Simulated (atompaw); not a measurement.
## Plane-wave convergence, PAW (atompaw) potential for B

atompaw 4.2.0.5 input, output lines left out:

```
B 5
LDA-PW scalarrelativistic loggrid 1500 logderivrange -3 5 201
2 2 0 0 0 0
2 1 1
0 0 0
c
v
v
1
1.85 1.45 1.30 0.95
y
0.1
n
y
0.2
n
custom polynom vanderbiltortho sinc
2 0.5 vpsmatchnc
1.45
1.85
1.85
1.85
```

The pseudo-atom Hamiltonian at the reference potential is diagonalised in spherical Bessel functions j_l(qr) that vanish at 20 bohr, with q² up to the cutoff. All-electron valence levels (Ry): 2s -0.6897, 2p -0.2731.

How do the lowest levels (Ry) of each channel move with the cutoff, and are there ghosts?

| cutoff (Ry) | s #1 | s #2 | p #1 | p #2 | d #1 | d #2 | f #1 | Σ f·Δε (mRy) |
| --- | --- | --- | --- | --- | --- | --- | --- | --- |
| 8 | -0.6855 | -0.0084 | -0.2259 | 0.0345 | 0.0679 | 0.1626 | 0.1139 | 55.5 |
| 12 | -0.6866 | -0.0085 | -0.2628 | 0.0323 | 0.0679 | 0.1626 | 0.1139 | 16.5 |
| 15 | -0.6874 | -0.0085 | -0.2712 | 0.0319 | 0.0679 | 0.1626 | 0.1139 | 6.5 |
| 21 | -0.6892 | -0.0085 | -0.2729 | 0.0318 | 0.0679 | 0.1626 | 0.1139 | 1.2 |
| 25 | -0.6895 | -0.0085 | -0.2730 | 0.0318 | 0.0679 | 0.1626 | 0.1139 | 0.5 |
| 35 | -0.6896 | -0.0085 | -0.2730 | 0.0318 | 0.0679 | 0.1626 | 0.1139 | 0.1 |
| 400 | -0.6897 | -0.0085 | -0.2731 | 0.0318 | 0.0679 | 0.1626 | 0.1139 | 0.0 |

Result: no extra level below or beside the all-electron valence levels (s, p, d, f tested); 10 mRy is reached at 15 Ry and 1 mRy at 25 Ry.
